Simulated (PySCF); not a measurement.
Compound: TaOCl3 (singlet state).
Structure used (PBE0-D3(BJ)/def2-SVP), in Å, numbered top down from 1:
```
atom  x, y, z in Å
Ta1   -0.0056    0.0002    0.0587
O2     0.0020   -0.0353    1.7592
Cl3    2.1829    0.0153   -0.6154
Cl4   -1.1020    1.9197   -0.5519
Cl5   -1.0773   -1.8999   -0.6506
```

Method: TDDFT B3LYP/def2-SVPD, vertical, gas phase, core orbitals frozen in the response, def2 core potentials past Kr in PySCF. Spin–orbit coupling is left out.

Ground-to-excited transition dipoles (e·a0, same axes as the geometry; the sign carries no meaning), for the states with f of 0.002 or more among the lowest 8:

```
state  E (eV)      μx      μy      μz
   S2   5.196   0.136  -0.004   0.013
   S3   5.197  -0.005  -0.135   0.000
   S4   5.297  -0.006  -0.003   0.172
   S7   5.658   0.483  -0.116  -0.009
   S8   5.665   0.123   0.477   0.013
```

Question: Work out the oscillator strengths.

Answer: f = (2/3) ΔE |μ|² with ΔE in hartree (27.2114 eV).

| state | \|μ\|² (au) | \|μ\| (D) | f |
| --- | --- | --- | --- |
| S2 | 0.019 | 0.35 | 0.002 |
| S3 | 0.018 | 0.34 | 0.002 |
| S4 | 0.029 | 0.44 | 0.004 |
| S7 | 0.247 | 1.26 | 0.034 |
| S8 | 0.243 | 1.25 | 0.034 |

Question: The point group is C3v. Which irreducible representation does each state belong to?

Answer: Polarised along the main axis, so A1: S4. Polarised across the main axis, so E: S2, S3, S7 and S8.

Question: What peak molar absorption coefficient would the strongest computed level give as a lone Gaussian band 0.4 eV wide at half height?

Answer: ε(max) = 2.175×10⁸ f / FWHM, with the width in cm⁻¹. S7/S8 (f summed): 2.175×10⁸ × 0.0680 / 3226 ≈ 4600 L mol⁻¹ cm⁻¹.

S2/S3 and S7/S8 coincide within about 0.01 eV; within a degenerate level the directions of the single components are arbitrary.

Time: 12 s of wall time. Hardware: x86-64 server, one thread, on a shared host.
